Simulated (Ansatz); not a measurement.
Isolated molecules relaxed with PBE0-D4/def2-TZVP in Ansatz; ΔE leaves out vibrations. CBS: MP2 limit from def2 TZ/QZ plus the TZ coupled-cluster correction, frozen cores. This one scheme is used for every species. DFT in def2-TZVPP. One conformer a species, not always the lowest.

Consider the ligand exchange at the Si–S bond: `[SiH3]S[SiH2]S[SiH3]` + `[OH][Al]([OH])[SH]` → `[OH][Al]([SH])[O][SiH3]` + `[SiH3]S[SiH2]S`.

```csv
level,ΔE (kcal/mol)
PBE0-D4,-7.2
SCS-MP2/def2-TZVPP,-11.6
```

(1) What does CCSD(T)/CBS give? (Estimate.)

Largest T1 diagnostic among the species: 0.012.

Results:

(1) The calculation gave: -9.6 kcal/mol. The listed levels differ from it by 2.4, -2.0 kcal/mol.

The D4 term adds +2.9 kcal/mol with B3LYP and +1.6 kcal/mol with PBE0; it sums over pairs of atoms, weighted by their polarisabilities, and B3LYP, whose exchange is more repulsive, gets the larger term. In def2-TZVPP, CCSD(T) changes the Hartree–Fock value by +6.7 kcal/mol (the triples alone add +1.3 kcal/mol) and MP2 by +8.1 kcal/mol.

B3LYP here is the variant with VWN-RPA as its local correlation; programs differ in this.
